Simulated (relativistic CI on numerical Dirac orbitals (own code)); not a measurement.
**Electric-dipole lines of Tb XXXII**

Method of calculation: Dirac-Coulomb-Breit CI, KLI orbitals optimised for each configuration, model QED, unscaled Slater integrals (own radial code, finite nucleus).

Configurations in the expansion (outside the closed core [Ar] 3d10): 4s2 4p4, 4s 4p5, 4s2 4p3 4d, 4p6, 4s 4p4 4d, 4s2 4p3 4f, 4s 4p4 4f, 4p5 4d, 4s 4p3 4d2, 4s2 4p2 4d 4f, 4p5 4f, 4s2 4p3 5s, 4p4 4d 4f, 4s 4p3 4f2, 4p5 5s, 4s2 4p3 5p, 4s 4p3 4d 5s, 4s2 4p2 4f 5s, 4s 4p4 5s, 4s2 4p3 5d, 4s 4p4 5p, 4s2 4p3 5f, 4s2 4p3 5g, 4s 4p4 5d, 4p4 4f 5s, 4s2 4p3 6s, 4s 4p4 5f, 4s2 4p2 4d2, 4s2 4p 4d3, 4s 4p2 4d3, 4s2 4p 4d2 4f, 4s 4p2 4d2 4f, 4s2 4p 4d2 5s, 4p4 4d2, 4p3 4d3, 4p3 4d2 4f, 4p3 4d2 5s, 4s2 4p2 4d 5s, 4s 4p2 4d2 5s, 4s2 4p 4d 4f 5s, 4s 4p2 4d 4f 5s, 4s2 4p 4d 5s2, 4p4 4d 5s, 4p3 4d 4f 5s, 4p3 4d 5s2, 4s2 4p2 5s2, 4s 4p2 4d 5s2, 4s2 4p 4f 5s2, 4s 4p2 4f 5s2. Double excitations out of closed p, d and f shells are left out; levels of such configurations are missing from the list, as are those of other unlisted configurations, and high levels can miss mixing partners. These lack a partner that the ground configuration has and come out too high: 4s2 4p3 5p, 4s2 4p3 5d, 4s 4p4 5p, 4s2 4p3 5f, 4s2 4p3 5g.

| λ vac (nm) | Lower | Upper | A (s⁻¹) | gf | Branching (%) |
| --- | --- | --- | --- | --- | --- |
| 6.5811 | 4s2 4p3 4d 3F°_3 [10] | 4s2 4p2 4d2 3F_3 [131] | 9.99e+11 | 4.54e+00 | 83.3 |
| 6.6265 | 4s 4p5 3P°_2 [6] | 4s 4p4 4d 3D_3 [117] | 4.13e+11 | 1.90e+00 | 57.7 |
| 6.6807 | 4s2 4p3 4d 3F°_4 [11] | 4s2 4p2 4d2 3G_5 [143] | 7.94e+11 | 5.84e+00 | 99.5 |
| 6.6917 | 4s2 4p3 4d 3G°_5 [27] | 4s2 4p2 4d2 3H_6 [225] | 8.42e+11 | 7.35e+00 | 100.0 |
| 6.7009 | 4s2 4p3 4d 3D°_3 [14] | 4s2 4p2 4d2 1F_3 [162] | 5.50e+11 | 2.59e+00 | 66.9 |
| 6.7112 | 4s2 4p4 3P_1 [3] | 4s2 4p3 4d 3D°_2 [45] | 3.71e+11 | 1.25e+00 | 48.0 |
| 6.7465 | 4s2 4p3 4d 3F°_4 [11] | 4s2 4p2 4d2 3F_3 [139] | 4.69e+11 | 2.24e+00 | 69.2 |
| 6.7690 | 4s2 4p4 3P_2 [1] | 4s2 4p3 4d 3D°_3 [30] | 1.02e+12 | 4.90e+00 | 99.4 |
| 6.7844 | 4s2 4p3 4d 3F°_4 [26] | 4s2 4p2 4d2 3G_5 [219] | 8.25e+11 | 6.26e+00 | 82.5 |
| 6.7972 | 4s2 4p3 4d 3F°_4 [11] | 4s2 4p2 4d2 5D_4 [135] | 5.82e+11 | 3.63e+00 | 80.3 |
| 6.8129 | 4s2 4p4 3P_2 [1] | 4s2 4p3 4d 3P°_2 [29] | 9.00e+11 | 3.13e+00 | 97.4 |
| 6.8556 | 4s2 4p4 1D_2 [4] | 4s2 4p3 4d 3D°_2 [45] | 4.03e+11 | 1.42e+00 | 52.0 |
| 6.8558 | 4s2 4p4 1D_2 [4] | 4s2 4p3 4d 1F°_3 [44] | 9.20e+11 | 4.54e+00 | 99.9 |
| 6.8603 | 4s2 4p4 3P_2 [1] | 4s2 4p3 4d 3S°_1 [28] | 7.20e+11 | 1.52e+00 | 95.5 |
| 6.8603 | 4s2 4p4 3P_1 [3] | 4s2 4p3 4d 3P°_1 [42] | 6.54e+11 | 1.38e+00 | 73.7 |
| 6.9070 | 4s2 4p3 4d 3D°_3 [30] | 4s2 4p2 4d2 3F_4 [224] | 1.24e+12 | 7.95e+00 | 74.8 |
| 6.9984 | 4s 4p5 3P°_2 [6] | 4s 4p4 4d 3F_3 [96] | 3.07e+11 | 1.58e+00 | 47.1 |
| 7.0601 | 4s2 4p3 4d 3F°_3 [10] | 4s2 4p2 4d2 3F_4 [106] | 3.57e+11 | 2.40e+00 | 79.8 |
| 7.3162 | 4s2 4p3 4d 3G°_4 [22] | 4s2 4p3 4f 1H_5 [186] | 7.54e+11 | 6.66e+00 | 88.7 |
| 7.3595 | 4s2 4p3 4d 3F°_2 [18] | 4s2 4p3 4f 3G_3 [169] | 5.77e+11 | 3.28e+00 | 72.4 |
| 7.4223 | 4s2 4p3 4d 1F°_3 [44] | 4s2 4p2 4d2 1G_4 [311] | 1.46e+12 | 1.09e+01 | 81.6 |
| 7.4945 | 4s2 4p3 4d 3D°_2 [45] | 4s2 4p2 4d2 3F_3 [306] | 1.06e+12 | 6.25e+00 | 75.6 |
| 7.7032 | 4s2 4p3 4d 3F°_4 [41] | 4s2 4p3 4f 3G_5 [280] | 7.40e+11 | 7.24e+00 | 96.3 |
| 7.9316 | 4s2 4p3 4d 3F°_4 [41] | 4s2 4p2 4d2 3F_4 [265] | 6.91e+11 | 5.87e+00 | 86.0 |
| 8.0425 | 4s2 4p4 3P_1 [3] | 4s2 4p3 4d 1D°_2 [39] | 4.52e+11 | 2.19e+00 | 58.7 |
| 8.0759 | 4s2 4p4 3P_0 [5] | 4s2 4p3 4d 1P°_1 [57] | 7.91e+11 | 2.32e+00 | 95.4 |
| 8.2508 | 4s2 4p4 1D_2 [4] | 4s2 4p3 4d 1D°_2 [39] | 2.80e+11 | 1.43e+00 | 36.3 |
| 8.3544 | 4s2 4p4 1D_2 [4] | 4s2 4p3 4d 1P°_1 [38] | 4.74e+11 | 1.49e+00 | 65.3 |
| 8.5195 | 4s2 4p4 1D_2 [4] | 4s2 4p3 4d 1F°_3 [37] | 2.62e+11 | 2.00e+00 | 78.0 |
| 8.7048 | 4s2 4p4 3P_2 [1] | 4s2 4p3 4d 3D°_3 [14] | 1.92e+11 | 1.53e+00 | 100.0 |

Terms are leading LS components. Brackets give the number of a level in order of energy, since labels repeat. The list gives strong lines, with weight on those to low levels, without lines whose two gauges differ by over a factor of 2.5, among the lowest 400 of 10723 levels, so that lines to higher ones, which can be the strongest, are missing. Levels whose partners in the same complex of configurations lie outside the list can be far off, and so can their lines. Rates are taken at the computed energies, electric ones in the length gauge.

At this charge energies of transitions that change n are usually good to better than 1 %, and those within a shell (Δn = 0) to a few per cent.

LS names give the leading component of a level, which can be under half, so a name can repeat, a term be missing and a line seem to break the LS rules.
